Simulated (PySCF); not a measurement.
Computed shifts of a molecule C4H4BrCl, PBE/pcSseg-1 (PySCF), GIAO, gas phase, equivalent atoms averaged, in ppm (number of nuclei): ¹³C: 144.2 (1), 135.8 (1), 42.7 (1), 41.8 (1). ¹H: 3.04 (2), 2.94 (2). References: ³⁵Cl against HCl (σ = 936.5 ppm); ¹³C against TMS (σ = 182.0 ppm); ¹H against TMS (σ = 31.49 ppm), references at their B3LYP-D3(BJ)/def2-TZVP geometries, non-relativistic (without spin–orbit terms, shifts of atoms bonded to Cl or Br come out too high). Geometry optimised at B3LYP-D3(BJ)/def2-SVP. The values are those of a single conformer.

Q: Which structure fits?
(A) ClC1=C(Br)CC1
(B) CC=C=C(Cl)Br
(C) C=C=C(Cl)CBr
(D) C=C(Cl)/C=C\Br

A: A, ClC1=C(Br)CC1
